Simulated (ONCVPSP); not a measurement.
# Configuration tests for Ne (ONCV)

Ne (Z = 10), optimised norm-conserving Vanderbilt (ONCV), made with ONCVPSP 4.0.1 (PBE, scalar-relativistic). Core [He], reference 2s2 2p6. Waves: 2s: rc 0.55 bohr, ncon 4, nbas 8, qcut 13.7 1/bohr, 2 projectors, debl 3.9 Ha; 2p: rc 1.50 bohr, ncon 4, nbas 7, qcut 11.7 1/bohr, 2 projectors, debl 2.7 Ha. Local part: polynomial inside 0.40 bohr (lpopt 5, dvloc0 0 Ha). Core correction: Teter function fitted to the true core (icmod 2), fcfact 0.2.

Energies are relative to the spin-unpolarised reference configuration 2s2 2p6; without spin polarisation the order of configurations can differ from experiment.

```json
{"valence configuration": "2s2 2p5", "charge": "+1", "ΔE all-electron (eV)": "22.475", "error AE − PS (meV)": "+51"}
{"valence configuration": "2s2 2p4", "charge": "+2", "ΔE all-electron (eV)": "65.743", "error AE − PS (meV)": "+373"}
```

(1) What are ΔE and the potential's error for 2s2 2p3?

(2) What are ΔE and the potential's error for 2s2 2p2?

Answers

(1) ΔE = 133.173 eV all-electron; the error (AE − PS) is +1342 meV.

(2) ΔE = 227.802 eV all-electron; the error (AE − PS) is +3510 meV.
